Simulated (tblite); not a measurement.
C4H15NSi3.
Numbering: `[CH2:1]=[N:2][SiH2:3][C@@H:4]([CH3:5])[SiH2:6][CH2:7][SiH3:8]` (hydrogens: H9, H10 on C1; H11, H12 on Si3; H13 on C4; H14, H15, H16 on C5; H17, H18 on Si6; H19, H20 on C7; H21, H22, H23 on Si8)

Computed with GFN2-xTB (tblite), gas phase: L-BFGS steps from a force-field or distance-geometry start until the largest atomic force falls under 0.01 eV/Å.

Step 125: E = -660.8356 eV
```
atom  x, y, z in Å  |  force x, y, z in eV/Å
C1      2.9374   -1.3462   -0.6873   -0.003   0.068  -0.007
N2      1.9035   -1.0307   -0.0683   -0.007  -0.056  -0.003
Si3     1.4738    0.1018    1.1562   -0.024   0.022  -0.055
C4      0.1454    1.1948    0.3301   -0.002   0.015   0.027
C5      0.7205    2.5089   -0.1998    0.009  -0.034   0.003
Si6    -0.8188    0.2881   -1.0423    0.034  -0.026   0.030
C7     -1.5020   -1.3584   -0.3892   -0.001  -0.004  -0.001
Si8    -2.9023   -1.2313    0.8874    0.003  -0.004  -0.002
H9      3.9252   -0.9067   -0.5187    0.016   0.000  -0.003
H10     2.8837   -2.1051   -1.4667    0.010  -0.003   0.043
H11     0.9145   -0.7595    2.1986    0.002  -0.011   0.002
H12     2.5460    0.9402    1.7132    0.022   0.012   0.019
H13    -0.5687    1.4441    1.1212   -0.001   0.014  -0.017
H14    -0.0580    3.1169   -0.6614    0.013  -0.028   0.018
H15     1.4804    2.3137   -0.9539    0.000   0.013  -0.021
H16     1.1772    3.0985    0.5955   -0.003  -0.036   0.001
H17    -1.9140    1.1699   -1.4783   -0.047   0.004  -0.038
H18     0.0539    0.0621   -2.2067   -0.012   0.010   0.007
H19    -0.6693   -1.9141    0.0394   -0.013   0.010  -0.007
H20    -1.8524   -1.9474   -1.2358    0.004   0.022  -0.009
H21    -4.1646   -1.6602    0.2734   -0.006   0.007   0.015
H22    -3.0807    0.1390    1.3758   -0.002   0.016   0.016
H23    -2.6354   -2.0915    2.0461    0.006  -0.009  -0.016
```

Step 126: E = -660.8365 eV
```
atom  x, y, z in Å  |  force x, y, z in eV/Å
C1      2.9405   -1.3409   -0.6817   -0.015   0.095   0.018
N2      1.9008   -1.0239   -0.0721    0.036  -0.071  -0.024
Si3     1.4636    0.1000    1.1576   -0.033   0.001  -0.031
C4      0.1440    1.1981    0.3256    0.006   0.013   0.021
C5      0.7302    2.5043   -0.2099    0.016  -0.025  -0.003
Si6    -0.8283    0.2935   -1.0423    0.034  -0.033   0.038
C7     -1.5024   -1.3570   -0.3897   -0.003   0.002  -0.012
Si8    -2.8976   -1.2360    0.8926    0.017  -0.030  -0.009
H9      3.9304   -0.9105   -0.4961   -0.012  -0.009  -0.006
H10     2.8911   -2.0899   -1.4707    0.007  -0.006   0.047
H11     0.8935   -0.7635    2.1943    0.010  -0.004  -0.022
H12     2.5314    0.9320    1.7322    0.024   0.015   0.013
H13    -0.5670    1.4596    1.1150   -0.012   0.006  -0.004
H14    -0.0436    3.1179   -0.6708    0.003  -0.017   0.012
H15     1.4867    2.3021   -0.9653    0.003   0.000  -0.026
H16     1.1944    3.0906    0.5828    0.001  -0.021   0.010
H17    -1.9299    1.1733   -1.4661   -0.045   0.007  -0.041
H18     0.0357    0.0716   -2.2133   -0.007   0.012   0.001
H19    -0.6661   -1.9114    0.0336   -0.016   0.009  -0.011
H20    -1.8558   -1.9438   -1.2368    0.009   0.019  -0.002
H21    -4.1599   -1.6636    0.2788   -0.017   0.012   0.015
H22    -3.0711    0.1310    1.3889   -0.009   0.028   0.025
H23    -2.6255   -2.1065    2.0422    0.003  -0.005  -0.009
```

**Question.** Estimate the geometry and energy of step 127. (The exact step hangs on the optimiser's Hessian estimate; all steps are aligned on step 126, rigid shifts and turns removed.)

**Answer.** E = -660.8375 eV, largest force 0.072 eV/Å
```
atom  x, y, z in Å  |  force x, y, z in eV/Å
C1      2.9426   -1.3321   -0.6769   -0.001   0.069   0.019
N2      1.8983   -1.0204   -0.0730    0.011  -0.046  -0.006
Si3     1.4527    0.0974    1.1596   -0.027  -0.021   0.009
C4      0.1421    1.2005    0.3218    0.009   0.002   0.004
C5      0.7406    2.4976   -0.2196    0.023  -0.010  -0.008
Si6    -0.8378    0.2981   -1.0420    0.017  -0.029   0.032
C7     -1.5024   -1.3566   -0.3913   -0.005   0.007  -0.021
Si8    -2.8916   -1.2398    0.8968    0.021  -0.039  -0.012
H9      3.9323   -0.9093   -0.4771   -0.002   0.009  -0.003
H10     2.8986   -2.0733   -1.4729    0.004  -0.018   0.030
H11     0.8741   -0.7646    2.1945    0.015  -0.001  -0.049
H12     2.5169    0.9234    1.7509    0.020   0.016   0.000
H13    -0.5662    1.4748    1.1087   -0.020  -0.002   0.009
H14    -0.0282    3.1179   -0.6783   -0.013   0.003   0.005
H15     1.4921    2.2889   -0.9780    0.008  -0.017  -0.024
H16     1.2134    3.0788    0.5711    0.008  -0.001   0.015
H17    -1.9474    1.1745   -1.4555   -0.029   0.001  -0.035
H18     0.0171    0.0821   -2.2203    0.001   0.013  -0.003
H19    -0.6630   -1.9102    0.0262   -0.013   0.006  -0.010
H20    -1.8600   -1.9413   -1.2381    0.014   0.017  -0.003
H21    -4.1548   -1.6647    0.2838   -0.028   0.018   0.016
H22    -3.0587    0.1249    1.4008   -0.015   0.029   0.030
H23    -2.6158   -2.1197    2.0376    0.002  -0.007   0.005
```

The energy changes by -0.0010 eV. The first-order estimate −F·Δx gives -0.0015 eV and the mean of the old and new forces, exact on a quadratic surface, -0.0011 eV. The step makes an angle of 84° with the force vector and moves no atom by more than 0.025 Å.

The cost below is that of the whole relaxation. On one thread, Arm Neoverse N1 (aarch64), no GPU, shared host with 64 logical CPUs at a one-minute load of 61, this took 5.0 s wall.
